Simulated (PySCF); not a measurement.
Atomic charges by several schemes

C4H13PSSi.
Atom-mapped SMILES: `[CH3:1][CH2:2][CH2:3][P@H:4](=[S:5])[CH2:6][SiH3:7]` (hydrogens: H8, H9, H10 on C1; H11, H12 on C2; H13, H14 on C3; H15 on P4; H16, H17 on C6; H18, H19, H20 on Si7)

Cartesian coordinates in Å at the GFN2-xTB level; atoms count from 1:
```
atom  x, y, z in Å
C1    -2.6896    0.6941   -0.7082
C2    -2.2445   -0.7503   -0.5377
C3    -1.0013   -0.8478    0.3374
P4     0.4343    0.0227   -0.4265
S5     0.6834   -0.2948   -2.3135
C6     1.8461   -0.3861    0.6510
Si7    3.3521    0.7018    0.2036
H8    -3.5977    0.7456   -1.3034
H9    -1.9129    1.2592   -1.2247
H10   -2.8793    1.1604    0.2573
H11   -3.0472   -1.3439   -0.0932
H12   -2.0138   -1.1708   -1.5200
H13   -0.6957   -1.8954    0.4497
H14   -1.1822   -0.4306    1.3321
H15    0.2074    1.3579   -0.0644
H16    2.0746   -1.4424    0.4910
H17    1.5456   -0.2525    1.6910
H18    2.9376    2.1010    0.3405
H19    4.3916    0.3759    1.1805
H20    3.7865    0.4066   -1.1551
```

Density: PBE0/pcSseg-1 (PySCF); schemes: Mulliken, IAO, Hirshfeld and ESP-fitted. The structure is a single GFN2-xTB conformer in the gas phase; no vibrational or solvent corrections.

Task: Atoms with like bonding are taken together and averaged. Do the Mulliken, IAO, Hirshfeld and ESP-fitted schemes agree on where the charge is highest?

Result: The schemes don't all agree: Mulliken Si7 (+0.525); IAO P4 (+0.963); Hirshfeld P4 (+0.322); ESP-fitted Si7 (+0.390).

Task: At which atom do the 4 schemes differ most?

Result: At P4: from +0.228 (ESP-fitted) to +0.963 e (IAO), 0.735 e apart.

Task: For which atoms does the sign change between the 4 schemes (beyond +0.03 e in one, beyond −0.03 e in another)?

Result: C2 and H15. Atomic charges aren't observables, and each scheme defines them in its own way.

Task: What partial charge does each atom carry?

Result: In e; atoms taken as equivalent share a row and are averaged (×n: the atom named and its like, n in all):

```csv
atom,environment,Mulliken,IAO,Hirshfeld,ESP-fitted
C1,methyl carbon,-0.295,-0.419,-0.120,-0.235
C2,chain CH2 carbon,-0.249,-0.249,-0.068,+0.129
C3,sp3 carbon bound to phosphorus,-0.422,-0.474,-0.105,-0.299
P4,"phosphorus bonded to 2 C, S and H",+0.354,+0.963,+0.322,+0.228
S5,sulfur bonded to P,-0.383,-0.612,-0.302,-0.356
C6,sp3 carbon bound to silicon,-0.716,-0.771,-0.198,-0.545
Si7,SiH3 silicon,+0.525,+0.607,+0.315,+0.390
H8/H9/H10,methyl hydrogen,+0.122,+0.139,+0.038,+0.060
H11,methylene hydrogen,+0.127,+0.139,+0.042,+0.006
H12,methylene hydrogen,+0.147,+0.152,+0.031,+0.015
H13,methylene hydrogen,+0.162,+0.154,+0.048,+0.117
H14,methylene hydrogen,+0.146,+0.145,+0.045,+0.126
H15,P–H hydrogen,+0.075,-0.066,-0.004,+0.087
H16,methylene hydrogen,+0.189,+0.173,+0.051,+0.214
H17,methylene hydrogen,+0.172,+0.164,+0.050,+0.188
H18/H19/H20,Si–H hydrogen,-0.066,-0.109,-0.073,-0.081
```

Mean size of the charges over all atoms: IAO 0.292 e, Mulliken 0.226 e, ESP-fitted 0.168 e, Hirshfeld 0.102 e. Each set sums to the total charge, 0, to within 0.001 e. The IAO scheme projects the occupied orbitals on a minimal set of polarised atomic orbitals and counts the electrons in each atom's part of it.

Some averages cover members that differ in this geometry: H18/H19/H20, Mulliken -0.082 to -0.036; H8/H9/H10, ESP-fitted +0.037 to +0.077; H8/H9/H10, Mulliken +0.106 to +0.136 e.

Task: How many electrons does the ESP-fitted scheme count on S5?

Result: Z − q = 16 − (-0.356) = 16.356.

Task: Sum the charges by element, for elements with more than one atom.

Result: 
| element | atoms | Mulliken | IAO | Hirshfeld | ESP-fitted |
| --- | --- | --- | --- | --- | --- |
| C | 4 | -1.682 | -1.912 | -0.491 | -0.950 |
| H | 13 | +1.186 | +0.953 | +0.156 | +0.688 |
